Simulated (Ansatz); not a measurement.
Consider the cleavage of the Ge–Si bond: `F[SiH](Cl)[GeH3]` + `O[SiH](F)F` → `F[SiH](F)[O][GeH3]` + `F[SiH2]Cl`.

Program: Ansatz. Geometries: PBE0-D4/def2-TZVP. ΔE: electronic, gas phase. CBS: MP2 limit from def2 TZ/QZ plus the TZ coupled-cluster correction, frozen cores. This one scheme is used for every species. Functionals use def2-TZVPP. For Ge outer-core shells are correlated without core-valence functions, which leaves a few kJ/mol of doubt a bond. Scalar relativity is left out up to krypton. Each species was taken in one conformer, which may not be the lowest.

| level | ΔE (kcal/mol) | difference from CCSD(T)/CBS |
| --- | --- | --- |
| revPBE-D4 | -3.2 | 4.0 |
| BLYP-D4 | -6.2 | 1.0 |
| B97M-V | -7.3 | -0.1 |
| BHLYP-D4 | -9.4 | -2.2 |
| CAM-B3LYP-D4 | -8.5 | -1.3 |
| ωB97M-V | -7.3 | -0.1 |
| PBE-QIDH | -6.9 | 0.3 |
| r2SCANh | -5.9 | 1.3 |
| LC-ωPBE | -6.2 | 1.0 |
| HF/def2-SVP | -14.5 | -7.3 |
| CCSD/def2-SVP | -11.0 | -3.8 |
| HF/def2-TZVPP | -14.3 | -7.1 |
| MP2/def2-TZVPP | -9.2 | -2.0 |
| CCSD/def2-TZVPP | -9.0 | -1.8 |
| CCSD(T)/def2-TZVPP | -8.4 | -1.2 |
| SCS-MP2/def2-QZVPP | -10.6 | -3.4 |
| CCSD(T)/CBS | -7.2 | 0 |

Largest T1 diagnostic among the species: 0.012.

From BLYP to BHLYP (50 % exact exchange), in def2-TZVPP and without D4, ΔE moves by −3.3 kcal/mol. Leaving LDA and LC-ωPBE aside and taking each functional with its dispersion term where it has one, the values, not all of them listed here, spread over 6.9 kcal/mol, from BHLYP-D4 to PBE-D4. LDA lies +1.4 kcal/mol from PBE without D4. At CCSD(T), def2-SVP lies −3.4 kcal/mol from the extrapolated value and def2-TZVPP −1.2 kcal/mol.
